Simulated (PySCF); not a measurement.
Si(F)(H)(SiH3)2 (FH7Si3), SMILES [SiH3][SiH](F)[SiH3].

Geometry: PBE0-D3(BJ)/def2-SVP. This is a generated structure with no PubChem entry under its InChIKey; it may be hypothetical.

All values below come from PySCF with TDA-B3LYP/def2-SVPD.

Vertical excitations. Gas-phase values at a fixed geometry. State labels are in the subgroup Cs.

Computed excitation energies, oscillator strengths and character:
```json
[
 {"state": "S1", "symmetry": "A\"", "energy (eV)": "5.69", "λ (nm)": "218", "f": "0.021", "main pairs": "HOMO→LUMO 95 %"},
 {"state": "S2", "symmetry": "A'", "energy (eV)": "6.53", "λ (nm)": "190", "f": "0.008", "main pairs": "HOMO−1→LUMO 97 %"},
 {"state": "S3", "symmetry": "A\"", "energy (eV)": "6.59", "λ (nm)": "188", "f": "0.166", "main pairs": "HOMO→LUMO+1 87 %"},
 {"state": "S4", "symmetry": "A'", "energy (eV)": "6.98", "λ (nm)": "178", "f": "0.031", "main pairs": "HOMO→LUMO+2 87 %"},
 {"state": "S5", "symmetry": "A\"", "energy (eV)": "7.02", "λ (nm)": "177", "f": "0.108", "main pairs": "HOMO→LUMO+3 87 %"},
 {"state": "S6", "symmetry": "A\"", "energy (eV)": "7.26", "λ (nm)": "171", "f": "0.213", "main pairs": "HOMO→LUMO+4 91 %"},
 {"state": "S7", "symmetry": "A'", "energy (eV)": "7.54", "λ (nm)": "164", "f": "0.018", "main pairs": "HOMO−1→LUMO+1 86 %"},
 {"state": "S8", "symmetry": "A'", "energy (eV)": "7.65", "λ (nm)": "162", "f": "0.012", "main pairs": "HOMO→LUMO+5 90 %"},
 {"state": "S9", "symmetry": "A\"", "energy (eV)": "7.73", "λ (nm)": "160", "f": "0.021", "main pairs": "HOMO−3→LUMO 82 %"},
 {"state": "S10", "symmetry": "A\"", "energy (eV)": "7.76", "λ (nm)": "160", "f": "0.088", "main pairs": "HOMO−1→LUMO+2 52 %, HOMO→LUMO+6 27 %, HOMO−2→LUMO 9 %"},
 {"state": "T1", "symmetry": "A\"", "energy (eV)": "5.03", "λ (nm)": "247", "f": "0", "main pairs": "HOMO→LUMO 98 %"},
 {"state": "T2", "symmetry": "A\"", "energy (eV)": "5.78", "λ (nm)": "215", "f": "0", "main pairs": "HOMO→LUMO+1 94 %"},
 {"state": "T3", "symmetry": "A'", "energy (eV)": "5.95", "λ (nm)": "208", "f": "0", "main pairs": "HOMO−1→LUMO 90 %"},
 {"state": "T4", "symmetry": "A'", "energy (eV)": "6.36", "λ (nm)": "195", "f": "0", "main pairs": "HOMO→LUMO+2 83 %"}
]
```
Triplets are in the Tamm–Dancoff approximation.
